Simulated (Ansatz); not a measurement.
Isolated molecules relaxed with PBE0-D4/def2-TZVP in Ansatz; ΔE leaves out vibrations. CCSD(T)/CBS adds triple-zeta CCSD(T) − MP2 to the extrapolated MP2 energy (def2 sets, frozen cores). This one scheme is used for every species. Functionals use def2-TZVPP. Triplets are unrestricted, without spin–orbit coupling.

Reaction (formal loss of a carbene): `C[CH]1[AlH][AlH]1` → `[CH2]1[AlH][AlH]1` + `[CH2]` (triplet)

```tsv
level	ΔE (kJ/mol)	difference from CCSD(T)/CBS
revPBE-D4	420.6	-2.2
ωB97X-V	432.7	9.9
PBE	427.8	5.0
BLYP	405.1	-17.7
BHLYP	395.4	-27.4
RPA@PBE/def2-TZVPP	405.9	-16.9
HF/def2-SVP	282.2	-140.6
MP2/def2-SVP	420.4	-2.4
HF/def2-QZVPP	270.9	-151.9
HF/CBS(def2)	270.9	-151.9
CCSD(T)/CBS	422.8	0
```

Largest T1 diagnostic among the species: 0.014.

From BLYP to BHLYP (50 % exact exchange), in def2-TZVPP and without D4, ΔE moves by −9.7 kJ/mol. In def2-TZVPP, CCSD(T) changes the Hartree–Fock value by +140.7 kJ/mol (the triples alone add +12.6 kJ/mol) and MP2 by +154.9 kJ/mol. Leaving LDA and LC-ωPBE aside and taking each functional with its dispersion term where it has one, the values, not all of them listed here, spread over 37.3 kJ/mol, from r2SCAN0-D4 to PBE-D4. LDA lies +72.3 kJ/mol from PBE without D4.
